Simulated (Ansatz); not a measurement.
```yaml
crystal:
  periodic: [false, false, false]
  atoms:
    - {symbol: Ge, position_ang: [-0.644754, -0.080819, -0.379314]}
    - {symbol: C, position_ang: [-0.476841, -0.040021, 1.663956]}
    - {symbol: N, position_ang: [-0.403993, 0.137301, 2.766468]}
    - {symbol: C, position_ang: [1.423557, -0.085277, -0.866979]}
    - {symbol: N, position_ang: [2.493936, -0.193187, -1.411697]}
    - {symbol: H, position_ang: [-1.041572, 1.398634, -0.755597]}
    - {symbol: H, position_ang: [-1.285326, -1.219097, -0.731222]}
basis:
  gaussian: {orbitals: cc-pVTZ-DK, final_grid: {core_spheres: 5, valence_spheres: 4, degree: 11}}
total_charge: -1
magnetization: {spin_polarized: true, initial_magnetization: 1}
hamiltonian: {xc: {name: BHLYP}, dispersion: d4}
output: {forces: true}
```

```sh
$ ansatz run in.yaml --threads 2 --pin off --events-out ev --progress --plain --max-ram 4352MiB
```

Output, abridged:

```
Functional definition: BHLYP
  name "BHLYP"
  cite "Becke, J. Chem. Phys. 98, 1372 (1993) doi:10.1063/1.464304"
  cite "Becke, Phys. Rev. A 38, 3098 (1988) doi:10.1103/PhysRevA.38.3098"
  cite "Lee, Yang & Parr, Phys. Rev. B 37, 785 (1988) doi:10.1103/PhysRevB.37.785"
  parameter a = 0.5
  exchange = (1 - a)*b88_x + a*exact_x
  correlation = lyp_c
1373 factors; their error is unknown
mean field evaluation 1: about -62190.6650 eV, gradient 3.2e1 eV
mean field evaluation 2: about -62183.9076 eV, gradient 5.1e1 eV
mean field evaluation 4: about -62195.2159 eV, gradient 3.2e0 eV
mean field evaluation 8: about -62195.2694 eV, gradient 4.8e-1 eV
mean field evaluation 16: about -62195.8257 eV, gradient 1.2e-2 eV
mean field evaluation 32: about -62195.8257 eV, gradient 3.7e-5 eV
mean field -62195.82574943 eV, -2285.6544384468 hartree, gradient 3.7e-5 eV, S^2 0.758888; 4 other end points of the search recorded, 0 dependent functions left out
the calculation of the forces begins
reference -62195.82595822 eV, -2285.6544461197 hartree; 31, 30 occupied and 160, 161 virtual orbitals, 1373 factors
Total energy: -62196.03954453 eV, -2285.6622952716 hartree
Relativity: scalar
Atom 0 at    -0.644754    -0.080819    -0.379314 Å, force     1.909331     4.430237     0.924739 eV/Å
Atom 1 at    -0.476841    -0.040021     1.663956 Å, force    -0.072626    -0.364115    -4.925992 eV/Å
Atom 2 at    -0.403993     0.137301     2.766468 Å, force     0.201165     0.296671     3.573257 eV/Å
Atom 3 at     1.423557    -0.085277    -0.866979 Å, force     5.636620    -0.046697    -1.181538 eV/Å
Atom 4 at     2.493936    -0.193187    -1.411697 Å, force    -4.896091     0.234666     1.886300 eV/Å
Atom 5 at    -1.041572     1.398634    -0.755597 Å, force    -0.178580    -1.248270     0.349498 eV/Å
Atom 6 at    -1.285326    -1.219097    -0.731222 Å, force    -2.599819    -3.302493    -0.626265 eV/Å
Dipole moment:    -0.857624    -0.074260    -0.274981 e Å
```

Hardware: 2 threads of Arm Neoverse V2 on a shared host. Wall time 11 s, peak host memory 0.63 GiB.

DK, ANO-RCC and x2c sets are all-electron and run with scalar relativity unless a key says otherwise. The highest occupied level of an anion often lies above zero with these methods, and sets without diffuse functions describe the outer electron poorly.

The dipole of an ion depends on the origin.
